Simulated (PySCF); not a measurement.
# Continuum solvent and chemical shifts

Cartesian coordinates in Å; atom numbers follow the order of the lines, from 1:
```xyz
23

C     3.5360    0.1456    0.6331
C     2.3749   -0.0730   -0.3259
C     1.0444   -0.3106    0.3876
Si   -0.4306   -0.5724   -0.7652
Si   -2.3990   -0.8841    0.4692
Si   -2.7907    1.0431    1.7438
Si   -4.2362   -1.2648   -0.9327
H     3.6817   -0.7287    1.2869
H     3.3555    1.0167    1.2833
H     4.4794    0.3209    0.0937
H     2.5973   -0.9312   -0.9836
H     2.2821    0.7988   -0.9968
H     1.1150   -1.1925    1.0490
H     0.8077    0.5414    1.0503
H    -0.1963   -1.7547   -1.6562
H    -0.6211    0.6257   -1.6459
H    -2.2333   -2.0497    1.4003
H    -4.0267    0.9092    2.5754
H    -2.9569    2.2128    0.8255
H    -1.6333    1.3197    2.6518
H    -5.4912   -1.4182   -0.1330
H    -4.0350   -2.4994   -1.7526
H    -4.3997   -0.0989   -1.8559
```

GIAO PBE0/pcSseg-1 in PySCF 2.14.0 with density-fitted response routines on one PBE0-D3(BJ)/def2-SVP conformer, non-relativistic, equivalent nuclei averaged. Solvents enter as an IEF-PCM continuum (methanol with ε = 32.6, water with ε = 78.4) around the gas-phase geometry. Shifts are referred to TMS computed in the same medium.

Gas phase, δ in ppm: C2 24.8, C1 20.4, C3 15.0, Si4 -60.6, Si6/Si7 -103.1, Si5 -134.2, H15/H16 3.92, H18/H19/H20/H21/H22/H23 3.66, H17 3.07, H11/H12 1.33, H8/H9/H10 1.08, H13/H14 0.60. Dipole moment 1.09 D.

(1) How does each δ change in the continuum?

(2) Which of the listed nuclei move most (in ppm), and what does the model miss?

Answers

(1) 
| atoms | environment | Δδ, methanol | Δδ, water |
| --- | --- | --- | --- |
| C2 | sp3 CH2 | +0.7 | +0.7 |
| C1 | methyl carbon | +0.2 | +0.3 |
| C3 | sp3 CH2 bonded to Si | +0.6 | +0.6 |
| Si4 | silicon bonded to C, Si, 2 H | +0.7 | +0.7 |
| Si6/Si7 | silicon bonded to Si, 3 H | +0.5 | +0.5 |
| Si5 | silicon bonded to 3 Si, H | +1.2 | +1.2 |
| H15/H16 | hydrogen on a silicon bonded to C, Si | -0.11 | -0.11 |
| H18/H19/H20/H21/H22/H23 | hydrogen on a silicon bonded to Si | -0.06 | -0.06 |
| H17 | hydrogen on a silicon bonded to 3 Si | -0.02 | -0.02 |
| H11/H12 | hydrogen on an sp3 CH2 | +0.01 | +0.01 |
| H8/H9/H10 | hydrogen on a methyl carbon | -0.01 | -0.01 |
| H13/H14 | hydrogen on an sp3 CH2 bonded to Si | +0.11 | +0.12 |

Changes are relative to the gas phase. The dipole moment becomes 1.33 D in methanol, 1.33 D in water.

(2) Si5 (silicon bonded to 3 Si, H, +1.2 ppm) in water. A continuum only polarises the solute; specific hydrogen bonds, the anisotropy of aromatic solvents and changes of geometry or conformer are outside it.
